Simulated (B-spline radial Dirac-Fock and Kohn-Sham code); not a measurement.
**Al⁺: input and output of one calculation**

ΔSCF core binding energies without Breit or QED terms, calculated with a radial B-spline solver. Keys: rel is the Hamiltonian (dirac, or spin-free x2c and nr, where L3 and M5 stand for the whole 2p and 3d shells), method is hf or an exchange,correlation pair (spin-unpolarised, also for the hole states), nuc the nuclear model, radius_factor scales its radius, rmax is the box in bohr, h the logarithmic mesh step, order the B-spline order, points the quadrature points per cell, c_factor scales the speed of light, and damp, ndamp, maxit and tol steer the iteration. The run stops when the commutator error falls below 10·tol·max(1, Z/10), or the numerical noise floor, and the energy has settled to about 1e-8 Ha; the virial ratio is −V/T.

Input (task.json):

```json
{"items": [{"Z": 13, "q": 1, "cfg": [[1, 0, 2], [2, 0, 2], [2, 1, 6], [3, 0, 2]], "A": 27, "rrms": 3.061, "do": "settings", "holes": ["K", "L3", "M5"],
  "settings": [{"rel": "dirac", "method": "hf", "nuc": "fermi", "radius_factor": 1.0, "rmax": 45.0, "h": 0.9, "order": 8, "points": 10, "c_factor": 1.0, "maxit": 79, "damp": 0.5, "ndamp": 3, "tol": 1e-08}]}]}
```

Command: `python xray2_run.py task.json out`

Ground-state iterations:

```
iter   energy (Ha)        error
   1     -241.18933347  1.14e+00
   2     -241.61840783  1.76e-01
   3     -241.64585122  6.38e-02
   4     -241.64966189  2.34e-02
   5     -241.65030259  5.92e-03
   6     -241.65035270  4.01e-04
   7     -241.65035433  6.15e-05
   8     -241.65035437  1.77e-06
   9     -241.65035437  1.39e-07
```

The ground state converged in 9 iterations, with total energy -241.65035 Ha, virial ratio 1.99977 and highest orbital energy -17.78 eV. ΔSCF binding energies: K (1s) 1574.7 eV, L3 (2p3/2) 90.72 eV. Holes are computed only in closed shells, and unreliable hole states are left out.

Question: One setting is unsound. Which, and why?

Answer: h is too large to resolve the orbitals. With the default settings (Dirac Hartree-Fock): The ground state converged in 9 iterations, with total energy -242.12905 Ha, virial ratio 1.99624 and highest orbital energy -17.78 eV. ΔSCF binding energies: K (1s) 1579.6 eV, L3 (2p3/2) 90.48 eV. Holes are computed only in closed shells, and unreliable hole states are left out.
